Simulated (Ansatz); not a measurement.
Ansatz (a program for electronic structure) input (B3LYP/6-31G*):

Ansatz 0.2 input:
```yaml
crystal:
  periodic: [false, false, false]
  atoms:
    - {symbol: C, position_ang: [-2.31451809, 0.01695538, -0.65968236]}
    - {symbol: C, position_ang: [-1.23267331, -0.69785010, -0.19403813]}
    - {symbol: C, position_ang: [0.06482621, -0.37223861, -0.71818947]}
    - {symbol: Cl, position_ang: [1.44440763, 0.53734726, 0.68280450]}
    - {symbol: H, position_ang: [-3.23899178, -0.49708042, -0.27659461]}
    - {symbol: H, position_ang: [-1.23593995, -1.56721358, 0.49085963]}
    - {symbol: H, position_ang: [0.04819666, 0.42637412, -1.45536439]}
    - {symbol: H, position_ang: [0.76599635, -1.17818346, -0.93511744]}
basis:
  gaussian:
    orbitals: 6-31G*
hamiltonian:
  xc: {name: B3LYP}
total_charge: -1
phonons: {temperatures: {t_min: 298.15, t_max: 298.15, t_step: 100}}
```

Output:

```
Functional definition: B3LYP
integrals: 0.02 GiB planned
819 factors; integrals over basis functions are off by at most 4.1e-4 eV
mean field: 0.23 GiB planned
mean field evaluation 1: about -15693.4548 eV, gradient 3.3e1 eV
mean field evaluation 2: about -15661.0379 eV, gradient 8.8e1 eV
mean field evaluation 4: about -15696.4644 eV, gradient 6.8e0 eV
mean field evaluation 8: about -15696.6407 eV, gradient 2.8e-1 eV
mean field evaluation 16: about -15696.6409 eV, gradient 6.9e-5 eV
mean field -15696.64094762 eV, -576.8409152596 hartree, gradient 6.9e-5 eV, S^2 0.000000; 0 other end points of the search recorded, 0 dependent functions left out
the calculation of the forces begins
reference -15696.64118774 eV, -576.8409240840 hartree; 20, 20 occupied and 52, 52 virtual orbitals, 819 factors
these checks for a lower state are left out or cut short: stability, starts, cluster_reference, orbital_swaps, neighbouring_geometries, increment
integrals: 0.02 GiB planned
819 factors; integrals over basis functions are off by at most 4.1e-4 eV
mean field: 0.23 GiB planned
mean field -15696.64080193 eV, -576.8409099056 hartree, gradient 9.9e-7 eV, S^2 0.000000; 0 other end points of the search recorded, 0 dependent functions left out
the calculation of the forces begins
reference -15696.64104210 eV, -576.8409187318 hartree; 20, 20 occupied and 52, 52 virtual orbitals, 819 factors
these checks for a lower state are left out or cut short: stability, starts, cluster_reference, orbital_swaps, neighbouring_geometries, increment
integrals: 0.02 GiB planned
819 factors; integrals over basis functions are off by at most 4.1e-4 eV
mean field: 0.23 GiB planned
mean field -15696.64079446 eV, -576.8409096310 hartree, gradient 2.6e-6 eV, S^2 0.000000; 0 other end points of the search recorded, 0 dependent functions left out
the calculation of the forces begins
reference -15696.64103453 eV, -576.8409184537 hartree; 20, 20 occupied and 52, 52 virtual orbitals, 819 factors
these checks for a lower state are left out or cut short: stability, starts, cluster_reference, orbital_swaps, neighbouring_geometries, increment
integrals: 0.02 GiB planned
819 factors; integrals over basis functions are off by at most 4.1e-4 eV
mean field: 0.23 GiB planned
mean field evaluation 32: about -15696.6409 eV, gradient 5.5e-5 eV
mean field -15696.64087037 eV, -576.8409124206 hartree, gradient 1.6e-6 eV, S^2 0.000000; 0 other end points of the search recorded, 0 dependent functions left out
the calculation of the forces begins
reference -15696.64111052 eV, -576.8409212463 hartree; 20, 20 occupied and 52, 52 virtual orbitals, 819 factors
these checks for a lower state are left out or cut short: stability, starts, cluster_reference, orbital_swaps, neighbouring_geometries, increment
integrals: 0.02 GiB planned
819 factors; integrals over basis functions are off by at most 4.1e-4 eV
mean field: 0.23 GiB planned
mean field -15696.64088188 eV, -576.8409128438 hartree, gradient 1.7e-6 eV, S^2 0.000000; 0 other end points of the search recorded, 0 dependent functions left out
the calculation of the forces begins
reference -15696.64112197 eV, -576.8409216670 hartree; 20, 20 occupied and 52, 52 virtual orbitals, 819 factors
these checks for a lower state are left out or cut short: stability, starts, cluster_reference, orbital_swaps, neighbouring_geometries, increment
integrals: 0.02 GiB planned
819 factors; integrals over basis functions are off by at most 4.1e-4 eV
mean field: 0.23 GiB planned
mean field -15696.64090875 eV, -576.8409138310 hartree, gradient 8.3e-7 eV, S^2 0.000000; 0 other end points of the search recorded, 0 dependent functions left out
the calculation of the forces begins
reference -15696.64114883 eV, -576.8409226539 hartree; 20, 20 occupied and 52, 52 virtual orbitals, 819 factors
these checks for a lower state are left out or cut short: stability, starts, cluster_reference, orbital_swaps, neighbouring_geometries, increment
integrals: 0.02 GiB planned
819 factors; integrals over basis functions are off by at most 4.1e-4 eV
mean field: 0.23 GiB planned
mean field -15696.64090183 eV, -576.8409135768 hartree, gradient 9.1e-7 eV, S^2 0.000000; 0 other end points of the search recorded, 0 dependent functions left out
the calculation of the forces begins
reference -15696.64114199 eV, -576.8409224028 hartree; 20, 20 occupied and 52, 52 virtual orbitals, 819 factors
these checks for a lower state are left out or cut short: stability, starts, cluster_reference, orbital_swaps, neighbouring_geometries, increment
integrals: 0.02 GiB planned
819 factors; integrals over basis functions are off by at most 4.1e-4 eV
mean field: 0.23 GiB planned
mean field -15696.64077184 eV, -576.8409087999 hartree, gradient 1.3e-6 eV, S^2 0.000000; 0 other end points of the search recorded, 0 dependent functions left out
[...]
mean field -15696.64090891 eV, -576.8409138371 hartree, gradient 2.0e-6 eV, S^2 0.000000; 0 other end points of the search recorded, 0 dependent functions left out
the calculation of the forces begins
reference -15696.64114903 eV, -576.8409226613 hartree; 20, 20 occupied and 52, 52 virtual orbitals, 819 factors
these checks for a lower state are left out or cut short: stability, starts, cluster_reference, orbital_swaps, neighbouring_geometries, increment
integrals: 0.02 GiB planned
819 factors; integrals over basis functions are off by at most 4.1e-4 eV
mean field: 0.23 GiB planned
mean field -15696.64093444 eV, -576.8409147755 hartree, gradient 1.6e-6 eV, S^2 0.000000; 0 other end points of the search recorded, 0 dependent functions left out
the calculation of the forces begins
reference -15696.64117458 eV, -576.8409236002 hartree; 20, 20 occupied and 52, 52 virtual orbitals, 819 factors
these checks for a lower state are left out or cut short: stability, starts, cluster_reference, orbital_swaps, neighbouring_geometries, increment
integrals: 0.02 GiB planned
819 factors; integrals over basis functions are off by at most 4.1e-4 eV
mean field: 0.23 GiB planned
mean field -15696.64093118 eV, -576.8409146555 hartree, gradient 1.7e-6 eV, S^2 0.000000; 0 other end points of the search recorded, 0 dependent functions left out
the calculation of the forces begins
reference -15696.64117130 eV, -576.8409234797 hartree; 20, 20 occupied and 52, 52 virtual orbitals, 819 factors
these checks for a lower state are left out or cut short: stability, starts, cluster_reference, orbital_swaps, neighbouring_geometries, increment
integrals: 0.02 GiB planned
819 factors; integrals over basis functions are off by at most 4.1e-4 eV
mean field: 0.23 GiB planned
mean field -15696.64087849 eV, -576.8409127193 hartree, gradient 1.4e-6 eV, S^2 0.000000; 0 other end points of the search recorded, 0 dependent functions left out
the calculation of the forces begins
reference -15696.64111863 eV, -576.8409215441 hartree; 20, 20 occupied and 52, 52 virtual orbitals, 819 factors
these checks for a lower state are left out or cut short: stability, starts, cluster_reference, orbital_swaps, neighbouring_geometries, increment
integrals: 0.02 GiB planned
819 factors; integrals over basis functions are off by at most 4.1e-4 eV
mean field: 0.23 GiB planned
mean field evaluation 256: about -15696.6409 eV, gradient 1.3e-6 eV
mean field -15696.64088309 eV, -576.8409128881 hartree, gradient 1.3e-6 eV, S^2 0.000000; 0 other end points of the search recorded, 0 dependent functions left out
the calculation of the forces begins
reference -15696.64112320 eV, -576.8409217121 hartree; 20, 20 occupied and 52, 52 virtual orbitals, 819 factors
these checks for a lower state are left out or cut short: stability, starts, cluster_reference, orbital_swaps, neighbouring_geometries, increment
integrals: 0.02 GiB planned
819 factors; integrals over basis functions are off by at most 4.1e-4 eV
mean field: 0.23 GiB planned
mean field -15696.64089269 eV, -576.8409132411 hartree, gradient 1.1e-6 eV, S^2 0.000000; 0 other end points of the search recorded, 0 dependent functions left out
the calculation of the forces begins
reference -15696.64113280 eV, -576.8409220649 hartree; 20, 20 occupied and 52, 52 virtual orbitals, 819 factors
these checks for a lower state are left out or cut short: stability, starts, cluster_reference, orbital_swaps, neighbouring_geometries, increment
integrals: 0.02 GiB planned
819 factors; integrals over basis functions are off by at most 4.1e-4 eV
mean field: 0.23 GiB planned
mean field -15696.64089158 eV, -576.8409132002 hartree, gradient 1.2e-6 eV, S^2 0.000000; 0 other end points of the search recorded, 0 dependent functions left out
the calculation of the forces begins
reference -15696.64113172 eV, -576.8409220253 hartree; 20, 20 occupied and 52, 52 virtual orbitals, 819 factors
these checks for a lower state are left out or cut short: stability, starts, cluster_reference, orbital_swaps, neighbouring_geometries, increment
integrals: 0.02 GiB planned
819 factors; integrals over basis functions are off by at most 4.1e-4 eV
mean field: 0.23 GiB planned
mean field -15696.64089235 eV, -576.8409132287 hartree, gradient 1.5e-6 eV, S^2 0.000000; 0 other end points of the search recorded, 0 dependent functions left out
the calculation of the forces begins
reference -15696.64113250 eV, -576.8409220537 hartree; 20, 20 occupied and 52, 52 virtual orbitals, 819 factors
these checks for a lower state are left out or cut short: stability, starts, cluster_reference, orbital_swaps, neighbouring_geometries, increment
integrals: 0.02 GiB planned
819 factors; integrals over basis functions are off by at most 4.1e-4 eV
mean field: 0.23 GiB planned
mean field -15696.64089478 eV, -576.8409133179 hartree, gradient 2.9e-6 eV, S^2 0.000000; 0 other end points of the search recorded, 0 dependent functions left out
the calculation of the forces begins
reference -15696.64113489 eV, -576.8409221417 hartree; 20, 20 occupied and 52, 52 virtual orbitals, 819 factors
these checks for a lower state are left out or cut short: stability, starts, cluster_reference, orbital_swaps, neighbouring_geometries, increment
integrals: 0.02 GiB planned
819 factors; integrals over basis functions are off by at most 4.1e-4 eV
mean field: 0.23 GiB planned
mean field -15696.64088344 eV, -576.8409129013 hartree, gradient 1.3e-6 eV, S^2 0.000000; 0 other end points of the search recorded, 0 dependent functions left out
the calculation of the forces begins
reference -15696.64112355 eV, -576.8409217251 hartree; 20, 20 occupied and 52, 52 virtual orbitals, 819 factors
these checks for a lower state are left out or cut short: stability, starts, cluster_reference, orbital_swaps, neighbouring_geometries, increment
integrals: 0.02 GiB planned
819 factors; integrals over basis functions are off by at most 4.1e-4 eV
mean field: 0.23 GiB planned
mean field evaluation 288: about -15696.6280 eV, gradient 1.0e-1 eV
mean field -15696.64088357 eV, -576.8409129059 hartree, gradient 1.4e-6 eV, S^2 0.000000; 0 other end points of the search recorded, 0 dependent functions left out
the calculation of the forces begins
reference -15696.64112371 eV, -576.8409217309 hartree; 20, 20 occupied and 52, 52 virtual orbitals, 819 factors
these checks for a lower state are left out or cut short: stability, starts, cluster_reference, orbital_swaps, neighbouring_geometries, increment
integrals: 0.02 GiB planned
819 factors; integrals over basis functions are off by at most 4.1e-4 eV
mean field: 0.23 GiB planned
mean field -15696.64093077 eV, -576.8409146406 hartree, gradient 2.4e-6 eV, S^2 0.000000; 0 other end points of the search recorded, 0 dependent functions left out
the calculation of the forces begins
reference -15696.64117090 eV, -576.8409234650 hartree; 20, 20 occupied and 52, 52 virtual orbitals, 819 factors
these checks for a lower state are left out or cut short: stability, starts, cluster_reference, orbital_swaps, neighbouring_geometries, increment
integrals: 0.02 GiB planned
819 factors; integrals over basis functions are off by at most 4.1e-4 eV
mean field: 0.23 GiB planned
mean field -15696.64093274 eV, -576.8409147129 hartree, gradient 2.8e-6 eV, S^2 0.000000; 0 other end points of the search recorded, 0 dependent functions left out
the calculation of the forces begins
reference -15696.64117287 eV, -576.8409235373 hartree; 20, 20 occupied and 52, 52 virtual orbitals, 819 factors
Total energy: -15696.64118774 eV, -576.8409240840 hartree
Atom 0 at    -2.314518     0.016955    -0.659682 Å, force     0.001532    -0.002301     0.001364 eV/Å
Atom 1 at    -1.232673    -0.697850    -0.194038 Å, force     0.001561     0.001696    -0.000014 eV/Å
Atom 2 at     0.064826    -0.372239    -0.718189 Å, force    -0.001813     0.000981    -0.000530 eV/Å
Atom 3 at     1.444408     0.537347     0.682805 Å, force    -0.000479     0.000065     0.000178 eV/Å
Atom 4 at    -3.238992    -0.497080    -0.276595 Å, force     0.000319     0.000350    -0.000326 eV/Å
Atom 5 at    -1.235940    -1.567214     0.490860 Å, force    -0.001254     0.000153    -0.000529 eV/Å
Atom 6 at     0.048197     0.426374    -1.455364 Å, force     0.000652    -0.000981     0.000263 eV/Å
Atom 7 at     0.765996    -1.178183    -0.935117 Å, force    -0.000518     0.000037    -0.000407 eV/Å
Dipole moment:     0.566736    -0.438829    -0.025389 e Å
Vibrations: 135.55 159.67 329.96 452.07 675.53 884.26 970.83 1032.58 1073.48 1151.24 1236.87 1321.72 1470.07 1507.16 2760.71 2926.01 3118.57 3223.38 cm⁻¹, zero-point energy 1.514446 eV
```

The blocks after the first are displaced geometries, from whose forces the wavenumbers follow.

The dipole moment of an ion depends on the origin.
